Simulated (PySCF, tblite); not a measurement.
Isomers of [C6H11FO]+ (charge +1 and doublet state), one GFN2-xTB conformer each. Single-point energies are computed at B3LYP/pcH-1 (PySCF, gas phase, no added dispersion term), electronic only. GFN2-xTB treats the open shell by occupation alone, and not every SCF solution was tested for stability.

```json
{"SMILES": "CC[C@](C)(F)C(C)=[O+]", "GFN2-xTB relative energy (kJ/mol)": "38.5"}
{"SMILES": "[CH2+][CH][C@H](F)COCC", "GFN2-xTB relative energy (kJ/mol)": "114.0"}
{"SMILES": "CO[C+](C)[CH]CCF", "GFN2-xTB relative energy (kJ/mol)": "0.0"}
```

Conformers: `[CH3:1][CH2:2][C@:3]([CH3:4])([F:5])[C:6]([CH3:7])=[O+:8]` (charge +1 and doublet state) with C1–C2–C3–C4 67°, C2–C3–C6–C7 128°; `[CH2+:1][CH:2][C@H:3]([F:4])[CH2:5][O:6][CH2:7][CH3:8]` (charge +1 and doublet state) with H–C1–C2–C3 -3° and 176°, C1–C2–C3–F4 -158°, C2–C3–C5–O6 63°, C3–C5–O6–C7 86°, C5–O6–C7–C8 175°; `[CH3:1][O:2][C+:3]([CH3:4])[CH:5][CH2:6][CH2:7][F:8]` (charge +1 and doublet state) with C1–O2–C3–C4 2°, O2–C3–C5–C6 5°, C3–C5–C6–C7 86°, C5–C6–C7–F8 -61°.

Question: What does B3LYP/pcH-1 give for the same structures?

Answer: 
| SMILES | B3LYP/pcH-1 E (Eh) | B3LYP/pcH-1 (kJ/mol) | GFN2-xTB (kJ/mol) | point group |
| --- | --- | --- | --- | --- |
| CO[C+](C)[CH]CCF | -410.04140 | 0.0 | 0.0 | C1 |
| CC[C@](C)(F)C(C)=[O+] | -410.03118 | 26.8 | 38.5 | C1 |
| [CH2+][CH][C@H](F)COCC | -409.99096 | 132.4 | 114.0 | C1 |

Both levels put the same isomer lowest; measured from each level's own lowest isomer, the values differ by up to 18.4 kJ/mol ([CH2+][CH][C@H](F)COCC: 114.0 against 132.4). 

Question: What happens when harmonic zero-point energies from GFN2-xTB frequencies are added?

Answer: 
| SMILES | ZPE (kJ/mol) | electronic (kJ/mol) | with ZPE (kJ/mol) |
| --- | --- | --- | --- |
| CO[C+](C)[CH]CCF | 409.5 | 0.0 | 0.0 |
| CC[C@](C)(F)C(C)=[O+] | 404.4 | 26.8 | 21.8 |
| [CH2+][CH][C@H](F)COCC | 404.0 | 132.4 | 126.9 |

The zero-point energies span 5.5 kJ/mol. The order is unchanged.
